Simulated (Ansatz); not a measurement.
Basis sets compared for (MgS)4 ring (Mg4S4). Total charge 0; singlet. Geometry PBE0-D4/def2-SVP. Ansatz on 4 threads of Arm Neoverse V2 on a shared host; times are rough, and most runs start from earlier orbitals.

Cartesian coordinates in Å:
```
Mg -0.077 -0.506 -2.424
Mg -2.291 -0.923 0.266
Mg 0.077 0.505 2.424
Mg 2.291 0.923 -0.266
S -2.174 -1.312 -1.987
S -2.032 -0.383 2.474
S 2.174 1.313 1.987
S 2.032 0.382 -2.474
```

Another isomer (singlet) lies 1.95 eV lower at PBE0-D4/def2-TZVP; other spin states weren't run for this one.

Binding counts from free atoms (Mg singlet, S triplet) in the same basis, without a counterpoise term.

```json
{"level": "PBE-D4/def2-SVP", "functions": "144", "energy (Eh)": "-2391.5291", "HOMO (eV)": "-5.79", "LUMO (eV)": "-2.98", "binding per atom (eV)": "2.86", "wall time": "2.6 s"}
{"level": "PBE0-D4/def2-SVP", "functions": "144", "energy (Eh)": "-2391.7384", "HOMO (eV)": "-6.93", "LUMO (eV)": "-2.41", "binding per atom (eV)": "2.82", "wall time": "3.9 s"}
```

**Question.** Estimate the rows for PBE-D4/def2-TZVP (with forces), PBE0-D4/def2-TZVP.

**Answer.** 
```json
{"level": "PBE-D4/def2-TZVP (with forces)", "functions": "276", "energy (Eh)": "-2392.3564", "HOMO (eV)": "-5.83", "LUMO (eV)": "-3.01", "binding per atom (eV)": "2.83", "wall time": "5.5 s"}
{"level": "PBE0-D4/def2-TZVP", "functions": "276", "energy (Eh)": "-2392.5607", "HOMO (eV)": "-6.94", "LUMO (eV)": "-2.41", "binding per atom (eV)": "2.80", "wall time": "9.5 s"}
```
